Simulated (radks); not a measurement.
The cobalt anion Co- inside a hard spherical wall (all orbitals vanish at R), configuration held at [Ar] 3d8 4s2 and not refilled when levels cross. Method: non-relativistic Kohn-Sham, r2SCAN, spin-polarised, spherical densities, point nucleus; open shells are filled with parallel spins first; meta-GGA in the generalised Kohn-Sham scheme; computed with a radial shooting solver on a logarithmic mesh with Libxc functionals. Eigenvalues in eV for spin up, with the zero of energy where the potential of the charges vanishes at infinity; a dash marks a level that is unbound or too diffuse for the functional's potential to be trusted. A positive occupied level is held by the wall or, in an anion where self-interaction has pushed it up, behind a barrier. The pressure on the wall is -dE/dV.

R (bohr)  E (hartree)  kinetic (hartree)    e(3s)    e(3p)   e(3d)   e(4s)  e(4p, empty)  e(5s, empty)  pressure (GPa)
20        -1382.71665           1381.642  -94.564  -58.458  -0.309   0.350             -             -         0.00177
12        -1382.71385           1381.644  -93.794  -57.695   0.409   0.766         3.754         5.370          0.0175
10        -1382.70967           1381.662  -93.450  -57.349   0.748   1.026         4.228         6.873          0.0857
4         -1382.14889           1383.450  -83.802  -47.771   9.839  11.314        18.767        51.971            89.0
3         -1380.84670           1387.290  -73.339  -37.538  19.941  27.873        39.116        110.18             661
2.5       -1378.82251           1393.249  -62.669  -27.071  31.064  50.358        65.015        178.59            2350
2         -1373.22130           1409.887  -42.397   -6.574  54.105  105.03        124.17        322.88           11100
